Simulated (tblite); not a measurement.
Compound: C₆H₇BSi.
Numbering: `[BH2:1][C:2]#[C:3]/[CH:4]=[C:5](/[SiH3:6])[C:7]#[CH:8]` (hydrogens: H9, H10 on B1; H11 on C4; H12, H13, H14 on Si6; H15 on C8)

Computed with GFN2-xTB (tblite), gas phase: L-BFGS steps from a force-field or distance-geometry start until the largest atomic force falls under 0.01 eV/Å.

Step 31: E = -522.7814 eV
```
atom  x, y, z in Å  |  force x, y, z in eV/Å
B1      3.2695   -0.8560    1.8609   -0.008   0.006  -0.025
C2      1.8300   -0.8276    1.4848   -0.067  -0.001   0.030
C3      0.6499   -0.7938    1.1800    0.004   0.037  -0.015
C4     -0.6826   -0.7064    0.7623   -0.013   0.009  -0.045
C5     -1.0372   -0.1130   -0.4029    0.029  -0.016   0.033
Si6    -2.8135   -0.0580   -1.0545    0.093  -0.010   0.041
C7     -0.0392    0.4639   -1.2102    0.008   0.030  -0.032
C8      0.7974    0.9836   -1.9010   -0.035  -0.017   0.014
H9      3.8895    0.1372    1.7987   -0.004  -0.040   0.023
H10     3.7685   -1.8600    2.2005   -0.006   0.018   0.000
H11    -1.4369   -1.1510    1.4005    0.034  -0.011  -0.003
H12    -3.0890    1.2886   -1.5470   -0.007   0.056  -0.007
H13    -3.7165   -0.4103    0.0407   -0.005  -0.016   0.045
H14    -2.9326   -1.0276   -2.1427   -0.012  -0.039  -0.045
H15     1.5384    1.4329   -2.4920   -0.011  -0.006  -0.013
```

Step 32: E = -522.7821 eV
```
atom  x, y, z in Å  |  force x, y, z in eV/Å
B1      3.2716   -0.8605    1.8654   -0.018   0.008  -0.001
C2      1.8333   -0.8294    1.4867   -0.051  -0.007   0.018
C3      0.6550   -0.7931    1.1762   -0.014   0.036  -0.003
C4     -0.6781   -0.7050    0.7615   -0.013   0.005  -0.030
C5     -1.0356   -0.1129   -0.4027    0.028   0.003  -0.001
Si6    -2.8129   -0.0579   -1.0525    0.069  -0.005   0.021
C7     -0.0394    0.4633   -1.2137   -0.014   0.028  -0.030
C8      0.7892    0.9858   -1.9120   -0.018  -0.008   0.007
H9      3.8893    0.1336    1.8141    0.014  -0.022   0.014
H10     3.7682   -1.8642    2.2071    0.001   0.004  -0.004
H11    -1.4304   -1.1469    1.4033    0.027  -0.018   0.000
H12    -3.0908    1.2909   -1.5430    0.002   0.025   0.003
H13    -3.7229   -0.4124    0.0382    0.022  -0.013   0.030
H14    -2.9278   -1.0265   -2.1442   -0.011  -0.018  -0.022
H15     1.5268    1.4376   -2.5064   -0.024  -0.017  -0.001
```

**Question.** Estimate the geometry and energy of step 33. (The exact step hangs on the optimiser's Hessian estimate; all steps are aligned on step 32, rigid shifts and turns removed.)

**Answer.** E = -522.7825 eV, largest force 0.046 eV/Å
```
atom  x, y, z in Å  |  force x, y, z in eV/Å
B1      3.2721   -0.8626    1.8670   -0.023   0.004   0.017
C2      1.8341   -0.8305    1.4878   -0.022  -0.008   0.015
C3      0.6570   -0.7921    1.1743   -0.022   0.032   0.002
C4     -0.6760   -0.7043    0.7608   -0.008   0.000  -0.009
C5     -1.0344   -0.1127   -0.4025    0.014   0.013  -0.023
Si6    -2.8114   -0.0579   -1.0513    0.025  -0.001  -0.003
C7     -0.0400    0.4635   -1.2155   -0.029   0.018  -0.017
C8      0.7850    0.9867   -1.9171    0.003   0.004  -0.007
H9      3.8894    0.1313    1.8219    0.021  -0.008   0.006
H10     3.7680   -1.8658    2.2102    0.003  -0.005  -0.009
H11    -1.4266   -1.1452    1.4048    0.015  -0.023   0.001
H12    -3.0914    1.2925   -1.5413    0.011  -0.004   0.013
H13    -3.7250   -0.4137    0.0378    0.043  -0.008   0.013
H14    -2.9258   -1.0263   -2.1456   -0.008   0.002   0.001
H15     1.5207    1.4393   -2.5131   -0.022  -0.017  -0.003
```

The energy changes by -0.0004 eV. The first-order estimate −F·Δx gives -0.0006 eV and the mean of the old and new forces, exact on a quadratic surface, -0.0004 eV. The step makes an angle of 76° with the force vector and moves no atom by more than 0.009 Å.

What follows is the cost of the whole relaxation. On one thread, Arm Neoverse V1 (aarch64), on a shared host, this took 0.5 s of wall time.
